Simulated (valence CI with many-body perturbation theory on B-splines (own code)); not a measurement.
# E1 line list for Lu66+

Level of theory: configuration interaction combined with many-body perturbation theory (CI+MBPT): three valence electrons over a frozen Dirac-Fock core [He], radial functions for each j: 11 s, 11 p, 10 d, 8 f, 5 g, 2 h, with the one-electron correlation potential Σ1, the two-electron term Σ2, the three-electron term Σ3, Breit, model QED; selected CI, second order for the rest, scaled by the run's own slope (own B-spline code, finite nucleus).

The last digits are not significant, and no measured levels were compared; by estimate large intervals hold to a few tenths of a per cent, small ones and those within an open d or f shell to about a per cent.

Lines 1 to 50 of 577 in falling wavelength, among levels below 1027.6 Ry, chosen from the strongest by gf and those to the six lowest levels. Wavelengths and rates use the calculated energies. Electric multipoles are in the length gauge with retardation, E1 and E2 with the static RPA response of the core. Weak lines are less certain than strong ones. Lines between different terms over intervals too small for the method are left out, as are lines whose strength nearly cancels. The highest levels of a list are the least certain.

Levels are named by their leading jj configuration (3d3/2^4 stands for four electrons in 3d with j = 3/2), which in mixed levels can hold well under half, so a name can repeat and another be missing. Letters in brackets count levels of one name in rising energy.

```tsv
λ vac (nm)	Upper	Lower	A (s⁻¹)	log gf	Branch %
46.05	(2p1/2^2 4f7/2) J=7/2	(2p1/2^2 4d5/2) J=5/2	4.97e+08	-0.90	0.0
44.65	(2s 2p1/2 4f7/2) J=5/2	(2s 2p1/2 4d5/2) J=3/2	4.83e+08	-1.06	0.0
43.71	(2s 2p1/2 4f7/2) J=7/2 [b]	(2s 2p1/2 4d5/2) J=5/2 [b]	5.29e+08	-0.92	0.0
42.35	(2s 2p1/2 4f7/2) J=7/2 [a]	(2s 2p1/2 4d5/2) J=5/2 [a]	6.05e+08	-0.89	0.0
40.45	(2s 2p1/2 4f7/2) J=9/2	(2s 2p1/2 4d5/2) J=7/2	7.28e+08	-0.75	0.0
38.61	(2s^2 4f7/2) J=7/2	(2s^2 4d5/2) J=5/2	8.35e+08	-0.83	0.0
24.65	(2s 2p1/2 4f5/2) J=3/2	(2s 2p1/2 4d3/2) J=1/2	2.22e+09	-1.09	0.0
24.26	(2s 2p1/2 4f5/2) J=5/2 [b]	(2s 2p1/2 4d3/2) J=3/2 [b]	2.55e+09	-0.87	0.0
23.63	(2p1/2^2 4f5/2) J=5/2	(2p1/2^2 4d3/2) J=3/2	3.43e+09	-0.76	0.0
22.87	(2s 2p1/2 4f5/2) J=5/2 [a]	(2s 2p1/2 4d3/2) J=3/2 [a]	3.68e+09	-0.76	0.0
22.66	(2s^2 4f5/2) J=5/2	(2s^2 4d3/2) J=3/2	3.72e+09	-0.76	0.0
22.17	(2s 2p1/2 4f5/2) J=7/2	(2s 2p1/2 4d3/2) J=5/2	3.92e+09	-0.64	0.0
19.95	(2s 2p1/2 4d5/2) J=7/2	(2s 2p1/2 4p3/2) J=5/2	9.54e+09	-0.34	0.0
19.72	(2p1/2^2 4d5/2) J=5/2	(2p1/2^2 4p3/2) J=3/2	1.01e+10	-0.45	0.0
19.44	(2s 2p1/2 4d5/2) J=5/2 [a]	(2s 2p1/2 4p3/2) J=3/2 [a]	9.99e+09	-0.47	0.0
19.23	(2s 2p1/2 4d5/2) J=5/2 [b]	(2s 2p1/2 4p3/2) J=3/2 [b]	9.13e+09	-0.52	0.0
18.46	(2s^2 4d5/2) J=5/2	(2s^2 4p3/2) J=3/2	1.00e+10	-0.51	0.0
18.44	(2s 2p1/2 4d5/2) J=3/2	(2s 2p1/2 4p3/2) J=1/2	9.10e+09	-0.73	0.0
8.805	(2p3/2^2 3d5/2) J=5/2 [a]	(2p3/2^2 3p3/2) J=3/2 [a]	1.56e+10	-0.96	0.0
8.425	(2p1/2 2p3/2 3d5/2) J=7/2 [a]	(2p1/2 2p3/2 3p3/2) J=5/2 [a]	2.00e+10	-0.77	0.0
8.404	(2p1/2 2p3/2 3d5/2) J=9/2	(2p1/2 2p3/2 3p3/2) J=7/2	3.30e+10	-0.46	0.3
8.397	(2p1/2 2p3/2 3d5/2) J=7/2 [b]	(2p1/2 2p3/2 3p3/2) J=5/2 [b]	2.68e+10	-0.65	0.0
8.384	(2s 2p3/2 3d5/2) J=9/2	(2s 2p3/2 3p3/2) J=7/2	2.91e+10	-0.51	21.6
8.355	(2s 2p1/2 3d5/2) J=7/2	(2s 2p1/2 3p3/2) J=5/2	3.12e+10	-0.58	0.0
8.297	(2s 2p3/2 3d5/2) J=7/2 [a]	(2s 2p3/2 3p3/2) J=5/2 [a]	2.33e+10	-0.72	0.0
8.278	(2s 2p3/2 3d5/2) J=7/2 [b]	(2s 2p3/2 3p3/2) J=5/2 [b]	2.30e+10	-0.72	0.0
8.274	(2p3/2^2 3d5/2) J=7/2	(2p3/2^2 3p3/2) J=5/2	2.46e+10	-0.69	0.1
8.249	(2p1/2^2 3d5/2) J=5/2	(2p1/2^2 3p3/2) J=3/2	3.44e+10	-0.68	0.0
8.229	(2p3/2^2 3d5/2) J=9/2	(2p3/2^2 3p3/2) J=7/2	3.20e+10	-0.49	0.2
8.166	(2p3/2^2 3d5/2) J=5/2 [b]	(2p3/2^2 3p3/2) J=3/2 [b]	3.09e+10	-0.73	0.0
8.147	(2s^2 3d5/2) J=5/2	(2s^2 3p3/2) J=3/2	2.58e+10	-0.81	0.0
8.140	(2s 2p1/2 3d5/2) J=5/2 [a]	(2s 2p1/2 3p3/2) J=3/2 [a]	3.12e+10	-0.73	0.0
8.133	(2p1/2 2p3/2 3d5/2) J=5/2 [b]	(2p1/2 2p3/2 3p3/2) J=3/2 [b]	2.00e+10	-0.92	0.0
8.115	(2s 2p1/2 3d5/2) J=3/2	(2s 2p1/2 3p3/2) J=1/2	2.10e+10	-1.08	0.0
8.027	(2p1/2 2p3/2 3d5/2) J=7/2 [a]	(2s 2p3/2 3d5/2) J=5/2 [b]	1.12e+10	-1.06	0.0
7.899	(2p1/2 2p3/2 3d5/2) J=5/2 [a]	(2p1/2 2p3/2 3p3/2) J=3/2 [a]	2.58e+10	-0.84	0.0
7.868	(2s 2p1/2 3d5/2) J=5/2 [b]	(2s 2p1/2 3p3/2) J=3/2 [b]	3.04e+10	-0.77	0.0
7.711	(2s 2p3/2 3d5/2) J=5/2 [a]	(2s 2p3/2 3p3/2) J=3/2 [a]	1.97e+10	-0.98	0.0
7.636	(2p1/2 2p3/2 3d5/2) J=3/2 [a]	(2p1/2 2p3/2 3p3/2) J=1/2 [a]	2.41e+10	-1.07	0.0
7.494	(2s 2p1/2 4d3/2) J=3/2 [b]	(2s 2p1/2 4p1/2) J=1/2 [b]	8.13e+10	-0.56	0.0
7.451	(2s 2p1/2 4d3/2) J=1/2	(2s 2p1/2 4p1/2) J=1/2 [b]	1.25e+11	-0.68	0.0
7.296	(2p1/2^2 4d3/2) J=3/2	(2p1/2^2 4p1/2) J=1/2	1.64e+11	-0.28	0.1
7.284	(2s^2 4d3/2) J=3/2	(2s^2 4p1/2) J=1/2	1.45e+11	-0.34	0.0
7.283	(2s 2p1/2 4d3/2) J=5/2	(2s 2p1/2 4p1/2) J=3/2	1.58e+11	-0.12	0.1
7.251	(2s 2p1/2 4d3/2) J=3/2 [a]	(2s 2p1/2 4p1/2) J=1/2 [a]	1.60e+11	-0.30	0.0
7.088	(2s 2p1/2 4p3/2) J=1/2	(2s 2p1/2 4s) J=1/2 [b]	1.70e+11	-0.59	0.1
7.050	(2s 2p1/2 4d3/2) J=3/2 [b]	(2s 2p1/2 4p1/2) J=3/2	7.04e+10	-0.68	0.0
7.014	(2s 2p1/2 4p3/2) J=3/2 [b]	(2s 2p1/2 4s) J=1/2 [b]	1.21e+11	-0.45	0.1
6.987	(2s 2p1/2 2p3/2) J=3/2 [a]	(2s^2 2p3/2) J=3/2	9.86e+08	-2.54	1.4
6.929	(2s^2 4p3/2) J=3/2	(2s^2 4s) J=1/2	1.63e+11	-0.33	0.2
```
